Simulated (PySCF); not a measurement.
## Electric field gradients and quadrupole coupling constants

Species: C₆HF₃O₂.
Atom-mapped SMILES: `[CH:1]#[C:2][C:3]1=[C:4]([F:5])[O:6][C:7]([F:8])=[C:9]([F:10])[O:11]1` (hydrogens: H12 on C1)

Field gradients from the PBE0/pcSseg-1 density (PySCF, non-relativistic), principal values in atomic units, ordered |Vxx| ≤ |Vyy| ≤ |Vzz|:

```tsv
atom	Vxx	Vyy	Vzz
O6	0.0270	1.8773	-1.9043
O11	0.0540	1.9722	-2.0261
```

Q: Find the asymmetry η = (Vxx − Vyy)/Vzz and the couplings χ = eQV/h (234.96 MHz × Q in barn × V in au), with Q(17O) = −0.0256 b.

A: 
| atom | environment | nucleus | η | χzz (MHz) | χxx (MHz) | χyy (MHz) |
| --- | --- | --- | --- | --- | --- | --- |
| O6 | cyclic ether oxygen | 17O | 0.97 | 11.45 | -0.16 | -11.29 |
| O11 | cyclic ether oxygen | 17O | 0.95 | 12.19 | -0.32 | -11.86 |

At O6 and O11 η is above 0.9: Vyy and Vzz are nearly equal in size and opposite in sign, so a small change could swap them and flip the sign of χzz. 

Q: What is Vzz at O6 in SI units (1 au = 9.71736 × 10²¹ V/m²)?

A: -1.9043 au = -18.504 × 10²¹ V/m².

Q: And the gradient at the other heavy atoms, for which no coupling is worked out here?

A: 
```
atom                    environment  Vzz (au)     η
  C1         terminal alkyne carbon    -0.315  0.53
  C2                  alkyne carbon    -0.210  0.30
  C3  vinylic carbon bearing oxygen     0.358  0.17
  C4             vinylic C–F carbon     0.376  0.07
  F5                 vinyl fluorine     3.103  0.07
  C7             vinylic C–F carbon     0.454  0.82
  F8                 vinyl fluorine     3.180  0.02
  C9             vinylic C–F carbon     0.398  0.54
 F10                 vinyl fluorine     3.159  0.01
```

Q: What couplings would deuterons (Q(2H) = 0.00286 b) have in place of the hydrogens, at this geometry?

A: 
```tsv
atom	bonded to	bond length (Å)	Vzz (au)	η	χzz (kHz)
H12	C1	1.049	0.3927	0.02	264
```

Isolated species at its GFN2-xTB geometry, gas phase. GFN2-xTB bond lengths can be off by several hundredths of an ångström, more for odd bonds, and the gradients follow them. A larger basis could move these couplings by a tenth or more.
